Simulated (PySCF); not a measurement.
SnO from Hartree–Fock to correlated methods

State: ¹Σ⁺ (singlet), closed shell. Set-up: Sn cc-pVDZ-PP with ECP28, O cc-pVDZ; scalar-relativistic core potentials (PySCF 2.14). De refers to Sn + O in their high-spin ground configurations, without counterpoise correction. A positive dipole means Sn(−)O(+).

| Level | Re (Å) | ωe (cm⁻¹) | De (eV) | μ (D) |
| --- | --- | --- | --- | --- |
| RHF | 1.805 | 957 | 1.20 | -4.80 |
| RHF-MP2 | 1.883 | 763 | 5.36 | n/a |
| RHF-SCS-MP2 | 1.875 | 781 | 5.06 | n/a |
| RHF-CCSD | 1.849 | 850 | 4.30 | n/a |
| RHF-CCSD(T) | 1.878 | 769 | 4.77 | n/a |
| PBE | 1.873 | 790 | 5.89 | -3.46 |
| PW91 | 1.871 | 792 | 5.94 | -3.47 |
| BLYP | 1.882 | 775 | 5.87 | -3.45 |
| r²SCAN | 1.853 | 831 | 5.33 | -3.66 |
| PBE0 | 1.842 | 855 | 4.96 | -3.88 |
| B97-3 | 1.847 | 847 | 5.11 | -4.00 |
| ωB97X | 1.830 | 887 | 5.30 | -3.99 |

The bond length runs from 1.805 Å (RHF) to 1.883 Å (RHF-MP2). De spans 1.20 eV (RHF, mean field) to 5.94 eV (PW91, GGA). Correlation at CCSD(T) changes the Hartree–Fock bond energy by +3.57 eV; the triples alone change it by +0.47 eV.

Correlated steps freeze 5 core orbitals. Correlated levels converge slowly with the basis: in double zeta they bind strong bonds too weakly, by up to about 1 eV, and carry superposition errors of some tenths. These are scalar-relativistic numbers at best; spin–orbit coupling would shift them, the dissociation energy most. Where the molecule has an RHF reference, its open-shell atoms are computed with UHF. The CCSD T1 diagnostic is raised, a sign that a single reference may not be enough here.
